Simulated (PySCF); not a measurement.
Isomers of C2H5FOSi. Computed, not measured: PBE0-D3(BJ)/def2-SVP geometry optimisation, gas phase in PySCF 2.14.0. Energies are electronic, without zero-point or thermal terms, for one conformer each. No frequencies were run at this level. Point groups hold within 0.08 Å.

**Question.** Rank from lowest to highest electronic energy at this level (kcal/mol).
A. `[CH2:1]=[CH:2][O:3][SiH2:4][F:5]` with C1–C2–O3–Si4 0°, C2–O3–Si4–F5 -179°
B. `[CH3:1][C:2](=[O:3])[SiH2:4][F:5]` with C1–C2–Si4–F5 -2°

**Answer.** A (0.0), B (11.9).

As drawn, the lower has an Si–O bond and a C=C bond outside aromatic rings, which the higher lacks; the higher has a C=O bond and an Si–C bond, which the lower lacks.

```tsv
SMILES	E (Eh)	E rel (kcal/mol)	dipole (D)	point group	A, B, C (MHz)
C=CO[SiH2]F	-543.16527	0.0	1.72	Cs	14122, 2097, 1868
CC(=O)[SiH2]F	-543.14625	11.9	1.17	–	6681, 2728, 2008
```

**Question.** As an exercise, what shares would exp(−E/RT) give at 2000 K from these electronic energies alone (no entropy, no degeneracies)?

**Answer.** RT = 3.974 kcal/mol: C=CO[SiH2]F 95.3 %, CC(=O)[SiH2]F 4.7 %.
